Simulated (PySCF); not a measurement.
**Magnetic susceptibility: SMILES C[C@@H]1CNC12C=C2, C6H9N**

Molfile (atoms numbered from 1):
```
C6H9N
     RDKit          3D

 16 17  0  0  0  0  0  0  0  0999 V2000
   -0.8938    1.4865    0.5085 C   0  0  0  0  0  0  0  0  0  0  0  0
   -0.6115    0.3362   -0.4405 C   0  0  2  0  0  0  0  0  0  0  0  0
   -1.2666   -1.0195   -0.1124 C   0  0  0  0  0  0  0  0  0  0  0  0
    0.0437   -1.6823   -0.1696 N   0  0  0  0  0  0  0  0  0  0  0  0
    0.7167   -0.3938   -0.2472 C   0  0  0  0  0  0  0  0  0  0  0  0
    1.9355    0.0437    0.4835 C   0  0  0  0  0  0  0  0  0  0  0  0
    2.0695   -0.1425   -0.8064 C   0  0  0  0  0  0  0  0  0  0  0  0
   -0.7332    1.1815    1.5407 H   0  0  0  0  0  0  0  0  0  0  0  0
   -0.2304    2.3212    0.2905 H   0  0  0  0  0  0  0  0  0  0  0  0
   -1.9228    1.8237    0.4025 H   0  0  0  0  0  0  0  0  0  0  0  0
   -0.7777    0.6478   -1.4736 H   0  0  0  0  0  0  0  0  0  0  0  0
   -1.9562   -1.4134   -0.8615 H   0  0  0  0  0  0  0  0  0  0  0  0
   -1.7518   -1.0372    0.8687 H   0  0  0  0  0  0  0  0  0  0  0  0
    0.2878   -2.2820    0.6107 H   0  0  0  0  0  0  0  0  0  0  0  0
    2.3836    0.2903    1.4164 H   0  0  0  0  0  0  0  0  0  0  0  0
    2.6994   -0.1514   -1.6626 H   0  0  0  0  0  0  0  0  0  0  0  0
  1  2  1  0
  2  3  1  0
  3  4  1  0
  4  5  1  0
  5  6  1  0
  6  7  2  0
  5  2  1  0
  7  5  1  0
  1  8  1  0
  1  9  1  0
  1 10  1  0
  2 11  1  6
  3 12  1  0
  3 13  1  0
  4 14  1  0
  6 15  1  0
  7 16  1  0
M  END
```

Method: GIAO wB97X-D/pcSseg-1 magnetisability, rotational g tensor and spin-rotation constants, non-relativistic, gas phase in PySCF 2.14.0. Geometry: GFN2-xTB.

Question: How diamagnetic is it, and how anisotropic?

Answer: Isotropic -1080 × 10⁻³⁰ J/T², or -65.0 × 10⁻⁶ cm³/mol; principal values -1322, -1037, -881 × 10⁻³⁰ J/T², anisotropy 387 × 10⁻³⁰ J/T² (root of half the summed squared differences of the principal values). The susceptibility is in cgs units.

Question: Split it along the inertial axes a, b, c into diamagnetic and paramagnetic parts about the centre of mass, with the quadrupole moment.

Answer: 
| axis | χ (10⁻⁶ cm³/mol) | diamagnetic (10⁻⁶ cm³/mol) | paramagnetic (10⁻⁶ cm³/mol) | summed x² of all electrons (Å²) | quadrupole Θ (D Å) |
| --- | --- | --- | --- | --- | --- |
| a | -64.6 | -402.4 | 337.8 | 100.9 | +2.01 |
| b | -74.2 | -537.3 | 463.2 | 69.1 | -5.54 |
| c | -56.4 | -721.3 | 665.0 | 25.7 | +3.53 |

Anisotropies 2χaa − χbb − χcc = +1.3 and 2χbb − χaa − χcc = -27.3 × 10⁻⁶ cm³/mol. Θ is traceless in Buckingham's convention.

Question: And the rotational g tensor?

Answer: 
```
axis  rotational constant (GHz)        g  nuclear part  electronic part
   a                     4.0899  -0.0215        0.6275          -0.6490
   b                     2.7781  +0.0037        0.6082          -0.6045
   c                     1.9630  -0.0187        0.5945          -0.6132
```
Asymmetric top; isotopes 12C, 1H, 14N; no vibrational averaging.
